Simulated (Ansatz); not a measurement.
Job for Ansatz (a quantum-chemistry and plane-wave program): R-SVWN5/def2-TZVPP on BrHSe2 (SMILES [SeH][Se]Br), a point of a torsion scan.

Ansatz 0.2 input:
```yaml
crystal:
  periodic: [false, false, false]
  atoms:
    - {symbol: Se, position_ang: [-1.30385370, 0.49356281, 0.51101727]}
    - {symbol: Se, position_ang: [0.72581659, 0.99972951, -0.37134524]}
    - {symbol: Br, position_ang: [2.26017930, -0.10046464, 0.99313025]}
    - {symbol: H, position_ang: [-1.56042556, -0.72019132, -0.26448297]}
basis:
  gaussian:
    orbitals: def2-TZVPP
hamiltonian:
  xc: {name: SVWN5}
scf: {lower_state_search: off}
```

Q: Predict the final total energy.

A: -7367.5390 hartree.
